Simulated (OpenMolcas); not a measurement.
Levels of F⁵⁺ by method

```json
{
 "Program": "OpenMolcas 26.06",
 "Basis": "ANO-RCC-VQZP [5s4p3d2f1g]",
 "Scalar Hamiltonian": "DKH2, point nucleus",
 "Active space": "2 electrons in 9 orbitals (RAS2 2s 2p; RAS3 3d, at most 2 electrons)",
 "State averaging": "2S+1 = 3 even, 3 roots; 2S+1 = 1 even, 7 roots (6 in the spin-orbit step); 2S+1 = 3 odd, 3 roots; 2S+1 = 1 odd, 3 roots",
 "Spin-orbit coupling": "state interaction with AMFI integrals over the reference wave functions, term energies averaged over their components"
}
```

Methods on the same reference wave functions:
A. RASSCF
B. SS-RASPT2, IPEA 0.25 Eh, imaginary shift 0.1 Eh (closed shells correlated: 1s)

Energies in cm⁻¹ above 2s² ¹S₀, the measured ground level; measured values from Moore, Atomic Energy Levels, vol. I, NSRDS-NBS 35 (1971 reprint of NBS Circular 467, 1949).

```tsv
Level	A	B	Measured
2s² ¹S₀	0.0	0.0	0.0
2s 2p ³P°₀	96645	96578	
2s 2p ³P°₁	96924	96857	96861
2s 2p ³P°₂	97487	97419	97437
2s 2p ¹P°₁	190147	187854	
2p² ³P₀	253028	251748	
2p² ³P₁	253305	252025	251635
2p² ³P₂	253854	252572	252145
2p² ¹D₂	278096	275519	274597
```

Deviations, from unrounded energies. A percentage is the sum of absolute deviations over the sum of measured energies, with the sign that they share, or ± where signs differ.

```
           Against measurement  Levels     A     B
mean absolute deviation (cm-1)       5  1400   350
      other configurations (%)       5  +0.7  ±0.2
```

B lies closest to measurement on these levels. The largest miss of B in the table is 2p² ¹D₂, by +920 cm-1. The ranking rests on the paired levels alone, and a cruder setting can come out closer through cancelling errors.

The lowest spin-free term lies below A's lowest term by 0.011 hartree in B.

Active for correlation alone: 3d; no level in the range computed is led by a configuration that fills it, so any true level of that kind is missing. Computed and measured levels are paired by configuration, term and J; levels that our copy of the source lacks, or whose pairing is in doubt (as where it misses far off the trend of its configuration), stay unpaired and out of the deviations. Only configurations of the active space appear.

° marks odd parity.
